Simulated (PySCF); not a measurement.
PBE0 on Ni- (nickel, charge -1), [Ar] 3d9 4s2, 2D determinant. Computed with PySCF 2.14 in aug-cc-pVTZ with one added diffuse shell each of s, p, d, f, g type (9s8p6d4f3g, 118 functions), with no relativity, point nucleus.

```
cycle= 1 E= -1508.09467531458  delta_E= -0.0186  |g|= 0.269  |ddm|= 0.78
cycle= 2 E= -1508.03101500925  delta_E= 0.0637  |g|= 0.683  |ddm|= 0.371
cycle= 3 E= -1508.10681022014  delta_E= -0.0758  |g|= 0.00789  |ddm|= 0.282
cycle= 4 E= -1508.10695072014  delta_E= -0.000141  |g|= 0.0034  |ddm|= 0.0569
cycle= 5 E= -1508.10699083869  delta_E= -4.01e-05  |g|= 0.00345  |ddm|= 0.0321
cycle= 6 E= -1508.10701461123  delta_E= -2.38e-05  |g|= 0.00146  |ddm|= 0.0438
cycle= 7 E= -1508.10701561663  delta_E= -1.01e-06  |g|= 9.57e-05  |ddm|= 0.0114
cycle= 8 E= -1508.10701562058  delta_E= -3.95e-09  |g|= 1.14e-05  |ddm|= 0.00098
cycle= 9 E= -1508.10701562079  delta_E= -2.03e-10  |g|= 1.44e-06  |ddm|= 0.000189
converged SCF energy = -1508.10701562079  <S^2> = 0.75652928  2S+1 = 2.0065187
```

Highest occupied orbital energy: 0.500 eV; ⟨L²⟩ = 6.03; populations by l: s 8.00, p 12.00, d 9.00, f 0.00.

Q: Can this result be used?

A: With care. The calculation finished and met its thresholds. At PBE0 the highest occupied level has a positive energy, so only the finite basis holds that electron; in a semilocal or global hybrid functional this comes from self-interaction and does not mean that the real anion is unbound.
